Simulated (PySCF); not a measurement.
CH5BS. Atoms are numbered in the order given.

```xyz
8

B     -0.6066    -1.4541     0.0000
H     -0.1615    -2.5556     0.0000
H     -1.7744    -1.2315     0.0000
S      0.5702    -0.1513     0.0000
C     -0.4004     1.3951     0.0000
H     -0.1449     1.9717     0.8869
H     -0.1449     1.9717    -0.8869
H     -1.4626     1.1655     0.0000
```

The structure is a stationary point at B3LYP-D3(BJ)/def2-TZVP.

All values below come from B3LYP/def2-TZVPD in PySCF.

Mulliken values depend strongly on the basis, most of all with diffuse functions as here. ESP charges are fitted to the potential on shells at 1.4 to 2.0 van der Waals radii. Atomic charges (e):

```json
[
 {"atom": "B1", "meta-Löwdin": "-0.21", "ESP fit": "0.07", "Mulliken": "0.13"},
 {"atom": "H2", "meta-Löwdin": "0.03", "ESP fit": "-0.04", "Mulliken": "-0.04"},
 {"atom": "H3", "meta-Löwdin": "0.01", "ESP fit": "-0.03", "Mulliken": "-0.07"},
 {"atom": "S4", "meta-Löwdin": "0.17", "ESP fit": "-0.12", "Mulliken": "-0.15"},
 {"atom": "C5", "meta-Löwdin": "-0.40", "ESP fit": "-0.23", "Mulliken": "-0.61"},
 {"atom": "H6", "meta-Löwdin": "0.13", "ESP fit": "0.12", "Mulliken": "0.26"},
 {"atom": "H7", "meta-Löwdin": "0.13", "ESP fit": "0.12", "Mulliken": "0.26"},
 {"atom": "H8", "meta-Löwdin": "0.13", "ESP fit": "0.10", "Mulliken": "0.22"}
]
```
